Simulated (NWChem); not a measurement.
# GeF2, singlet; SMILES [F][Ge][F]

```xyz
3

Ge     0.0000     0.0000     0.4160
F     -1.3105     0.0000    -0.7395
F      1.3105     0.0000    -0.7395
```
Atoms are numbered in this order, from 1.

Program: NWChem. Low-valent species are run as closed-shell singlets; no triplet was tried in these runs. Geometry: optimised at PBE0/def2-SVP. Total energies compare along this basis series because the functional is fixed.

| level | basis functions | energy (Ha) | highest occupied level (eV) | orbital gap (eV) | dipole (D) | relative time |
|---|---|---|---|---|---|---|
| PBE/cc-pVDZ | 55 | -2276.2366 | -7.35 | 4.22 | 2.06 | 1 |
| PBE/aug-cc-pVDZ | 82 | -2276.2697 | -7.79 | 4.29 | 2.40 | 2 |
| PBE/cc-pVTZ | 103 | -2276.3892 | -7.60 | 4.29 | 2.19 | 3 |
| PBE/aug-cc-pVTZ | 151 | -2276.3966 | -7.76 | 4.29 | 2.38 | 6 |
| PBE/cc-pVQZ | 178 | -2276.4152 | -7.69 | 4.30 | 2.30 | 5 |

Relative times are rough (shared machine, one core).
